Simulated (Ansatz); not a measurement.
Molecule: CoF2, net charge -1, triplet state. The spin state was set by rule; other spins were not relaxed. SMILES: [F][Co-][F]
Geometry: optimised at B3LYP-D3(BJ)/def2-TZVP (Ansatz, a first-principles code).

Parts of the frozen-core correlation energy in def2-SVP (Ansatz, hartree). Frozen orbitals: 11; correlated occupied orbitals by spin: 13 and 11; virtual: 35 and 37. UHF or UKS for open shells. Spin-orbit coupling is left out. No relativistic terms.

```json
[
 {"term": "reference (HF)", "value": "-1580.00065"},
 {"term": "MP2 opposite-spin", "value": "-0.37341"},
 {"term": "MP2 same-spin", "value": "-0.17344"},
 {"term": "CCSD correlation", "value": "-0.57066"},
 {"term": "(T)", "value": "-0.01078"},
 {"term": "T1 diagnostic", "value": "0.060"},
 {"term": "largest doubles amplitude", "value": "0.107"},
 {"term": "<S^2> of the reference", "value": "2.794"}
]
```
